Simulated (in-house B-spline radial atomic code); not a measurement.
Ionising Ne III (Ne2+) with different functionals

Computed with a radial B-spline atomic code at the basis-set limit: non-relativistic Hamiltonian, point nucleus, spin-polarised at highest spin, spherical fractional occupations for the functionals, the average over the highest-spin determinants for Hartree-Fock. The ionisation energy is the difference of two self-consistent energies, [He] 2s2 2p4 → [He] 2s2 2p3, without Breit or QED terms; ε is the level of the shell that loses the electron (its least bound occupied spin orbital).

Hybrids are left out here: with spherical fractional occupations of an open shell their exact exchange keeps a self-interaction that integer-occupation calculations don't have.

```json
{"method": "Hartree-Fock", "rung": "Hartree-Fock", "ΔSCF (eV)": "61.67", "-ε(2p) (eV)": "63.81"}
{"method": "LDA VWN5", "rung": "LDA", "ΔSCF (eV)": "63.51", "-ε(2p) (eV)": "52.20"}
{"method": "LDA PW92", "rung": "LDA", "ΔSCF (eV)": "63.50", "-ε(2p) (eV)": "52.20"}
{"method": "LDA exchange-only", "rung": "LDA", "ΔSCF (eV)": "60.97", "-ε(2p) (eV)": "49.95"}
{"method": "PBE", "rung": "GGA", "ΔSCF (eV)": "?", "-ε(2p) (eV)": "?"}
{"method": "PBEsol", "rung": "GGA", "ΔSCF (eV)": "63.08", "-ε(2p) (eV)": "51.83"}
{"method": "BLYP", "rung": "GGA", "ΔSCF (eV)": "63.48", "-ε(2p) (eV)": "52.05"}
{"method": "RPBE", "rung": "GGA", "ΔSCF (eV)": "63.15", "-ε(2p) (eV)": "51.87"}
{"method": "PW91", "rung": "GGA", "ΔSCF (eV)": "63.46", "-ε(2p) (eV)": "52.14"}
{"method": "BP86", "rung": "GGA", "ΔSCF (eV)": "63.47", "-ε(2p) (eV)": "52.15"}
{"method": "AM05", "rung": "GGA", "ΔSCF (eV)": "?", "-ε(2p) (eV)": "?"}
{"method": "OLYP", "rung": "GGA", "ΔSCF (eV)": "62.88", "-ε(2p) (eV)": "51.69"}
{"method": "TPSS", "rung": "meta-GGA", "ΔSCF (eV)": "62.93", "-ε(2p) (eV)": "51.88"}
{"method": "SCAN", "rung": "meta-GGA", "ΔSCF (eV)": "62.36", "-ε(2p) (eV)": "51.63"}
{"method": "r2SCAN", "rung": "meta-GGA", "ΔSCF (eV)": "62.32", "-ε(2p) (eV)": "51.63"}
{"method": "M06-L", "rung": "meta-GGA", "ΔSCF (eV)": "62.33", "-ε(2p) (eV)": "51.51"}
{"method": "revTPSS", "rung": "meta-GGA", "ΔSCF (eV)": "62.72", "-ε(2p) (eV)": "51.72"}
```

(1) What does AM05 give?

(2) What does PBE give?

(3) How do they compare with the NIST value?

## Answers

(1) ΔSCF 62.99 eV, and -ε(2p) = 51.78 eV.

(2) ΔSCF 63.32 eV, and -ε(2p) = 52.00 eV.

(3) NIST lists 63.423 eV (measured, ground level to ground level). Errors run from -2.45 to +0.08 eV; PW91 is closest (+0.03 eV), but part of that can be cancellation, since the calculations leave out relativity, Breit-QED terms, multiplet and fine-structure energies. Hartree-Fock also lacks correlation.
